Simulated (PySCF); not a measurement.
AlH₂, SMILES [AlH2-] (connectivity only; charge and spin as stated), charge -1, multiplicity 1. Geometry optimised at PBE-D3(BJ)/def2-TZVPD.

The numbers are results of PBE-D3(BJ)/def2-TZVPD run with PySCF, not measurements.

Harmonic wavenumbers (cm⁻¹): 783, 1409, 1411. Rotational constants (GHz): 192.5, 163.6, 88.45; symmetry number 2.

Problem. Work out the zero-point energy and the ideal-gas rigid-rotor harmonic-oscillator thermochemistry at 298.15 K and 1 atm.

Solution. ZPE = ½ Σ hcν = ½ × 3604 cm⁻¹ = 21.56 kJ/mol. H − E(el) = 31.73 kJ/mol. Entropy in J/(mol K): translation 150.74, rotation 58.70, vibration 1.07, total 210.52. G − E(el) = -31.04 kJ/mol. Cp = 36.95 J/(mol K).
